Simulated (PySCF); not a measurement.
H5N3SW, multiplicity 1. Atoms are numbered in the order given.

```xyz
10

W     -0.1425     0.0287     0.0000
N     -0.8816     1.6353     0.0000
H     -0.7758     2.6565     0.0000
S      2.0311     0.0043     0.0000
N     -0.7936    -0.8482    -1.6258
H     -0.3582    -1.6792    -2.0377
H     -1.5900    -0.5309    -2.1843
N     -0.7936    -0.8482     1.6258
H     -1.5900    -0.5309     2.1843
H     -0.3582    -1.6792     2.0377
```
Charge 0, spin multiplicity 1.

Coordinates come from a PBE-D3(BJ)/def2-SVP optimisation. The spin state was assumed, not searched. The structure was generated by enumeration; whether it is a known compound was not checked. The def2 effective core potentials stand for the cores of W; spin–orbit coupling is left out. Other conformers were not sampled.

Calculation: PySCF 2.14.0 with PBE-D3(BJ)/def2-SVP.

Frequencies are harmonic and unscaled.

```tsv
mode	ν (cm⁻¹)	IR (km/mol)	moving atoms (share of kinetic energy)
1	164	0.5	N 37 %, S 35 %, H 18 %, W 10 %
2	174	1.7	N 38 %, S 31 %, H 17 %, W 14 %
3	203	5.8	N 71 %, H 20 %
4	203	1.0	N 53 %, H 42 %
5	224	16.2	N 63 %, H 27 %
6	309	1.0	H 83 %, N 15 %
7	373	24.8	H 87 %, N 9 %
8	384	100.3	H 79 %, N 21 %
9	426	204.5	H 81 %, N 18 %
10	508	106.3	S 61 %, H 19 %, W 13 %
11	546	91.9	H 69 %, S 16 %, N 12 %
12	585	27.7	H 78 %, N 21 %
13	630	3.2	H 66 %, N 33 %
14	645	10.3	H 74 %, N 21 %
15	683	43.9	N 78 %, H 16 %
16	688	145.6	N 61 %, H 28 %, W 11 %
17	957	81.7	N 84 %, W 8 %
18	1454	39.6	H 89 %, N 11 %
19	1456	15.3	H 89 %, N 11 %
20	3477	129.4	H 96 %
21	3480	63.7	H 96 %
22	3506	102.0	H 93 %
23	3582	3.9	H 91 %, N 9 %
24	3582	78.6	H 91 %, N 9 %
```
